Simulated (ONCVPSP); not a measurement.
## Which change was made? (Pr, ONCV)

praseodymium, optimised norm-conserving Vanderbilt (ONCV), made with ONCVPSP 4.0.1 (PBE, fully relativistic). Core [Kr] 4d10, reference 4f3 5s2 5p6 6s2. Waves: 5s+6s: rc 2.30 bohr, ncon 4, nbas 8, qcut 6.1 1/bohr, 2 projectors; 5p: rc 2.65 bohr, ncon 4, nbas 7, qcut 6.3 1/bohr, 2 projectors, debl 3.9 Ha; d scattering state at 0.32 Ha: rc 2.70 bohr, ncon 4, nbas 7, qcut 3.6 1/bohr, 2 projectors, debl 2.5 Ha; 4f: rc 1.40 bohr, ncon 4, nbas 9, qcut 10.3 1/bohr, 3 projectors, debl 1.9 Ha. Local part: polynomial inside 1.10 bohr (lpopt 1, dvloc0 4 Ha). Core correction: polynomial model core, fcfact 0.5.

Open shells are filled in proportion to 2j + 1.

In the d channel the program set the typed energies aside and used 0.050, 2.550 Ha (j = l + 1/2; the other j can differ).

Cutoffs, loose and tight: the cutoffs (Ha) at which the residual kinetic energy of the hardest occupied pseudo-wave falls to 1 and 0.1 mHa per electron. They do not see the model core or the augmentation charge, which bear on the density cutoff. Test errors are all-electron minus pseudo excitation energies from the reference, over the configurations 4f3 5s2 5p6 6s1; 4f3 5s2 5p6 6s0; 4f2 5s2 5p6 6s0; 4f3 5s2 5p6 6s0 6p1; variants that change the core or the reference have their own tests.

The base gives: outcome: generated, projector energies reset by the program; cutoff, loose: 54 Ha; cutoff, tight: 288 Ha; bound ghosts: none; GHOST(+) flags above zero: s, p3/2, p1/2; largest test error (meV): tests left out (the all-electron energies of this program are off by 10 to 40 meV for near-neutral 4f atoms).

Problem. After one change the result is: outcome: generated, projector energies reset by the program; cutoff, loose: 73 Ha; cutoff, tight: 283 Ha; bound ghosts: none; GHOST(+) flags above zero: s, p3/2, p1/2; largest test error (meV): tests left out (the all-electron energies of this program are off by 10 to 40 meV for near-neutral 4f atoms). Which change was it?
A. f: qcut 13.7
B. f: qcut 8.2
C. f: qcut 6.2
D. f: qcut 9.4

Solution. A. The others give: f: qcut 6.2 → outcome: generated, projector energies reset by the program; bound ghosts: f7/2, f5/2; GHOST(+) flags above zero: s, p3/2, f7/2, p1/2, f5/2; largest test error (meV): tests left out (the all-electron energies of this program are off by 10 to 40 meV for near-neutral 4f atoms) | f: qcut 8.2 → outcome: generated, projector energies reset by the program; cutoff, loose: 177 Ha; cutoff, tight: 327 Ha; bound ghosts: none; GHOST(+) flags above zero: s, p3/2, f7/2, p1/2, f5/2; largest test error (meV): tests left out (the all-electron energies of this program are off by 10 to 40 meV for near-neutral 4f atoms) | f: qcut 9.4 → outcome: generated, projector energies reset by the program; cutoff, loose: 131 Ha; cutoff, tight: 297 Ha; bound ghosts: none; GHOST(+) flags above zero: s, p3/2, f7/2, p1/2, f5/2; largest test error (meV): tests left out (the all-electron energies of this program are off by 10 to 40 meV for near-neutral 4f atoms).
